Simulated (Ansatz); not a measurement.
`C[Si](F)([SiH3])Cl` + `[OH][InH2]` → `[SiH3][O][InH2]` + `C[SiH](F)Cl` at 500 K and 1 bar (cleavage of the Si–Si bond).

Gas-phase electronic energies from Ansatz, PBE0-D4/def2-TZVP geometries. CCSD(T)/CBS is the MP2 limit (def2-TZVPP, def2-QZVPP) plus CCSD(T) − MP2 in def2-TZVPP, frozen cores. def2 core potentials past Kr. For In outer-core shells are correlated without core-valence functions, which leaves a few kJ/mol of doubt a bond.

```json
{"species": "`C[Si](F)([SiH3])Cl`", "CCSD(T)/CBS energy (Eh)": "-1179.52206", "H − E (kJ/mol)": "229.9", "S (J/(mol·K))": "456.0"}
{"species": "`[OH][InH2]`", "CCSD(T)/CBS energy (Eh)": "-266.78179", "H − E (kJ/mol)": "92.5", "S (J/(mol·K))": "311.9"}
{"species": "`[SiH3][O][InH2]`", "CCSD(T)/CBS energy (Eh)": "-557.10255", "H − E (kJ/mol)": "148.2", "S (J/(mol·K))": "400.0"}
{"species": "`C[SiH](F)Cl`", "CCSD(T)/CBS energy (Eh)": "-889.24457", "H − E (kJ/mol)": "169.6", "S (J/(mol·K))": "369.4"}
```

H − E and S are ideal-gas, rigid-rotor, harmonic terms from PBE0-D4/def2-TZVP, for one conformer and one mirror image of each species. 1 Eh = 2625.50 kJ/mol, R = 8.31446 J/(mol·K).

By hand: ΔE, ΔH, ΔS and ΔG.

ΔE = (-557.10255) + (-889.24457) − (-1179.52206) − (-266.78179) = -0.04327 Eh = -113.6 kJ/mol. Δ(H − E) = 148.2 + 169.6 − 229.9 − 92.5 = -4.6, so ΔH = -118.2 kJ/mol. ΔS = 400.0 + 369.4 − 456.0 − 311.9 = 1.5 J/(mol·K). ΔG = -118.2 − 500 × (1.5)/1000 = -119.0 kJ/mol.

By hand: the equilibrium constant, and the temperature at which ΔG would vanish if ΔH and ΔS stayed fixed.

log₁₀ K = −ΔG/(RT ln 10) = 12.4. ΔH and −TΔS have one sign here, so there is no such temperature. One of them is within its doubt of zero, so this could turn.

The number of gas molecules stays the same, so ΔS is small and ΔH decides. A doubt of 5 kJ/mol in ΔE shifts log₁₀ K by 0.5 here. Other conformers and mirror images would add mixing entropy, several J/(mol·K) or more a flexible species. Modes under 60 cm⁻¹, often nearly free rotors, make the harmonic entropy too high. These are equilibria of isolated gas molecules and say nothing of rates. Largest T1 diagnostic: 0.017 (customary marks: 0.02 for closed shells, 0.045 for open ones).
